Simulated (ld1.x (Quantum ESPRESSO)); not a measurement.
# What one change does to a pseudopotential (oxygen, ultrasoft)

- Element: oxygen (O)
- Generator: ld1.x (Quantum ESPRESSO) 7.5
- Type: ultrasoft
- Functional: PBEsol
- Relativity: scalar-relativistic
- Frozen core: [He]
- Valence charge: 6
- Reference configuration: 2s2 2p4
- Partial waves: 2s (bound): rcut 0.80, rcutus 0.95 bohr; 2s channel at -0.45 Ry: rcut 0.80, rcutus 0.95 bohr; 2p (bound): rcut 1.20, rcutus 1.40 bohr; 2p channel at 0.8 Ry: rcut 1.20, rcutus 1.40 bohr
- Local potential: all-electron potential smoothed inside 0.80 bohr (lloc = -2)
- Core correction: none
- Augmentation charge: built from norm-conserving waves at rcut, not smoothed further

Change: functional PBE.

Cutoffs: the cutoffs (Ry, on a coarse ladder) from which the occupation-weighted sum of valence levels, in a spherical-Bessel basis at the reference potential, stays within 10 and 1 mRy of its value at 400 Ry; they do not see the model core or the augmentation charge, which bear on the density cutoff. Errors are all-electron minus pseudo energies relative to the spin-unpolarised reference configuration.

**Question.** What does the change do?

**Answer.** The potential gets softer (35 Ry and 70 Ry → 35 Ry and 60 Ry); the errors of the 7 common tests hardly move; neither file shows a bound ghost.

| quantity | base | changed |
| --- | --- | --- |
| cutoff, loose | 35 Ry | 35 Ry |
| cutoff, tight | 70 Ry | 60 Ry |
| bound ghosts | none | none |
| error for 2s2 2p3, meV [ΔE 16.36 → 16.43 eV] | +7.2 | +7.3 |
| error for 2s2 2p2, meV [ΔE 49.84 → 50.02 eV] | +69 | +71 |
| error for 2s2 2p1, meV [ΔE 103.54 → 103.89 eV] | +304 | +322 |
| error for 2s0 2p6, meV [ΔE 29.75 → 29.94 eV] | +37 | +38 |
| error for 2s2 2p4.3, meV [ΔE -2.11 → -2.12 eV] | +0.3 | +0.4 |
| error for 2s2 2p3.5, meV [ΔE 6.25 → 6.29 eV] | +0.9 | +0.9 |
| error for 2s2 2p0, meV [ΔE 180.19 → 180.79 eV] | +981 | +1082 |
| s: phases at 1.55 bohr within 0.05 rad from the reference energy up to (Ry; the scan ends near 5) | to the end of the scan | to the end of the scan |
| p: phases at 1.55 bohr within 0.05 rad from the reference energy up to (Ry; the scan ends near 5) | to the end of the scan | to the end of the scan |
| lowest overlap eigenvalue by channel | s 0.54, p 1.00 | s 0.54, p 1.00 |
